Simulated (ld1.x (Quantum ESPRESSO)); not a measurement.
Building the TM potential for silicon (Si) (PBE, non-relativistic).

* Element: Si
* Generator: ld1.x (Quantum ESPRESSO) 7.5
* Type: norm-conserving Troullier–Martins (Kleinman–Bylander form)
* Functional: PBE
* Relativity: non-relativistic
* Frozen core: [Ne]
* Valence charge: 4
* Reference configuration: 3s2 3p2
* Partial waves: 3p (bound): rc 1.60 bohr; 3s (bound): rc 1.90 bohr
* Local potential: the s channel
* Core correction: a·sin(br)/r model core inside 1.40 bohr

All-electron outer shells of the reference configuration (PBE, non-relativistic, ld1.x):

```tsv
shell	level (eV)	outermost node (bohr)	outermost maximum (bohr)
2p	-95.59	–	0.39
3s	-10.77	0.72	1.80
3p	-4.09	0.72	2.17
```

Q: Does the generator finish with these settings?

A: Yes, a potential is produced and its reference levels are reproduced.

Q: Estimate the cutoffs (Ry, on a coarse ladder) from which the occupation-weighted sum of valence levels, in a spherical-Bessel basis at the reference potential, stays within 10 and 1 mRy of its value at 400 Ry.

A: 25 Ry and 40 Ry.

Q: Does the potential have ghost states?

A: No extra level below or beside the all-electron valence levels (p, s, d, f tested).

Q: Tests: 3s2 3p1; 3s2 3p0; 3s1 3p0; 3s1 3p3; 3s0 3p4; 3s1 3p2; 3s2 3p1.5. Which has the largest error in its energy relative to the reference configuration, and how large is it?

A: 3s1 3p0, with +58 meV (all-electron minus pseudo) on +57.66 eV.
